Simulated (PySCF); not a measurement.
Se(NH2)2 (H₄N₂Se), SMILES N[Se]N. Atoms are numbered in the order given.

```xyz
7

Se     0.0000     0.0000    -0.4146
N     -1.5045     0.0000     0.6578
H     -1.6009     0.8337     1.2220
H     -1.6009    -0.8337     1.2220
N      1.5045     0.0000     0.6578
H      1.6009    -0.8337     1.2220
H      1.6009     0.8337     1.2220
```

Geometry: B3LYP-D3(BJ)/def2-TZVP. Other conformers were not sampled.

Calculation: TDA-CAM-B3LYP/def2-SVPD in PySCF.

Vertical excitations. Gas-phase values at a fixed geometry. State labels are in the subgroup C2v.

```json
[
 {"state": "S1", "symmetry": "A2", "energy (eV)": "5.16", "λ (nm)": "240", "f": "0.000", "main pairs": "HOMO→LUMO+1 86 %, HOMO→LUMO+5 13 %"},
 {"state": "S2", "symmetry": "B2", "energy (eV)": "5.29", "λ (nm)": "234", "f": "0.011", "main pairs": "HOMO→LUMO 92 %"},
 {"state": "S3", "symmetry": "B2", "energy (eV)": "6.03", "λ (nm)": "206", "f": "0.043", "main pairs": "HOMO→LUMO+2 92 %"},
 {"state": "S4", "symmetry": "B1", "energy (eV)": "6.23", "λ (nm)": "199", "f": "0.061", "main pairs": "HOMO−1→LUMO 86 %"},
 {"state": "S5", "symmetry": "A1", "energy (eV)": "6.45", "λ (nm)": "192", "f": "0.013", "main pairs": "HOMO−1→LUMO+1 83 %"},
 {"state": "S6", "symmetry": "A1", "energy (eV)": "6.81", "λ (nm)": "182", "f": "0.025", "main pairs": "HOMO→LUMO+3 97 %"},
 {"state": "S7", "symmetry": "B1", "energy (eV)": "7.20", "λ (nm)": "172", "f": "0.010", "main pairs": "HOMO−1→LUMO+2 69 %, HOMO−1→LUMO+4 18 %"},
 {"state": "S8", "symmetry": "B2", "energy (eV)": "7.29", "λ (nm)": "170", "f": "0.076", "main pairs": "HOMO→LUMO+4 88 %"},
 {"state": "S9", "symmetry": "A1", "energy (eV)": "7.35", "λ (nm)": "169", "f": "0.047", "main pairs": "HOMO−2→LUMO 77 %"},
 {"state": "S10", "symmetry": "A2", "energy (eV)": "7.58", "λ (nm)": "164", "f": "0.000", "main pairs": "HOMO→LUMO+5 78 %, HOMO→LUMO+1 14 %"},
 {"state": "T1", "symmetry": "B2", "energy (eV)": "4.39", "λ (nm)": "282", "f": "0", "main pairs": "HOMO→LUMO 62 %, HOMO→LUMO+4 24 %, HOMO→LUMO+2 13 %"},
 {"state": "T2", "symmetry": "A2", "energy (eV)": "4.56", "λ (nm)": "272", "f": "0", "main pairs": "HOMO→LUMO+1 78 %, HOMO→LUMO+5 20 %"},
 {"state": "T3", "symmetry": "B1", "energy (eV)": "5.46", "λ (nm)": "227", "f": "0", "main pairs": "HOMO−1→LUMO 74 %, HOMO−1→LUMO+4 14 %"},
 {"state": "T4", "symmetry": "B2", "energy (eV)": "5.74", "λ (nm)": "216", "f": "0", "main pairs": "HOMO→LUMO+2 73 %, HOMO→LUMO 23 %"}
]
```
Triplets are in the Tamm–Dancoff approximation.
